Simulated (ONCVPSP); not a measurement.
What the settings do to the ONCV potential of hydrogen

Base potential:

* Element: H (Z = 1)
* Generator: ONCVPSP 4.0.1
* Type: optimised norm-conserving Vanderbilt (ONCV)
* Functional: LDA (Perdew-Zunger)
* Relativity: scalar-relativistic
* Frozen core: none
* Valence charge: 1
* Reference configuration: 1s1
* Partial waves: 1s: rc 1.00 bohr, ncon 4, nbas 9, qcut 6.2 1/bohr, local
* Local potential: the s channel
* Core correction: none

All-electron outer shells of the reference configuration (LDA (Perdew-Zunger), scalar-relativistic, ld1.x):

```csv
shell,level (eV),outermost node (bohr),outermost maximum (bohr)
1s,-6.36,–,1.05
```

Cutoffs, loose and tight: the cutoffs (Ha) at which the residual kinetic energy of the hardest occupied pseudo-wave falls to 1 and 0.1 mHa per electron. They do not see the model core or the augmentation charge, which bear on the density cutoff. Test errors are all-electron minus pseudo excitation energies from the reference, over the configurations 1s0.5. A dash means not determined; rows that change the core or the reference have their own tests.

| change | outcome | cutoff, loose | cutoff, tight | bound ghosts | GHOST(+) flags above zero |
| --- | --- | --- | --- | --- | --- |
| base | generated | 16 Ha | 45 Ha | none | none |
| s: rc 0.84 | generated | 19 Ha | 121 Ha | none | none |
| s: rc 0.96 | generated | 16 Ha | 68 Ha | none | none |
| s: rc 1.1 | generated | 14 Ha | 23 Ha | none | none |
| s: rc 1.42 | generated | 11 Ha | 16 Ha | none | none |

Task: What comes out with this change to the base: s: rc 1.16?

Result: outcome: generated; cutoff, loose: 13 Ha; cutoff, tight: 20 Ha; bound ghosts: none; GHOST(+) flags above zero: none.

Task: What comes out with this change to the base: s: rc 0.7?

Result: outcome: generated; cutoff, loose: 24 Ha; cutoff, tight: 256 Ha; bound ghosts: none; GHOST(+) flags above zero: none.

Task: What comes out with this change to the base: s: rc 1.3?

Result: outcome: generated; cutoff, loose: 12 Ha; cutoff, tight: 17 Ha; bound ghosts: none; GHOST(+) flags above zero: none.

Reading the sweep of the s radius (base included, trends over the rows without a ghost): The loose cutoff falls from 24 Ha at 0.7 to 11 Ha at 1.42 bohr. A larger radius leaves more room for a smooth pseudo-wave, so fewer plane waves are needed; a smaller one forces it to follow the all-electron wave where it bends sharply.
